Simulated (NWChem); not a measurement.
Molecule: C2H4FNSi; SMILES F[C@@H]1N=C[SiH2]1

Results from NWChem. Pople sets run with spherical d functions. Coordinates come from a B3LYP/6-31G* (spherical d) optimisation. Level: M06-2X/6-31G* with SMD, gas-phase geometry; reactions with the solvents are ignored. One conformer.

```tsv
SMD term (kcal/mol)	water	dichloromethane
distortion of the solute's density	1.19	0.91
polarisation	-6.82	-5.87
cavity, dispersion and structure	3.11	0.86
```

Question: Sum the solvation free energies, find the transfer free energy from water to dichloromethane and the partition coefficient at 298.15 K.

Answer: 
1. ΔG(solv, water) = -2.52 kcal/mol and ΔG(solv, dichloromethane) = -4.10 kcal/mol (1 M gas to 1 M solution).
2. Transfer: -4.10 − (-2.52) = -1.58 kcal/mol.
3. log₁₀ K(dichloromethane/water) = −ΔG/(RT ln 10) = 1.58/1.364 = 1.2, so the model puts more of the solute in dichloromethane.
4. Of the transfer energy, 0.67 kcal/mol is electrostatic and -2.25 comes from the non-electrostatic term. The two phases are taken as the pure solvents.
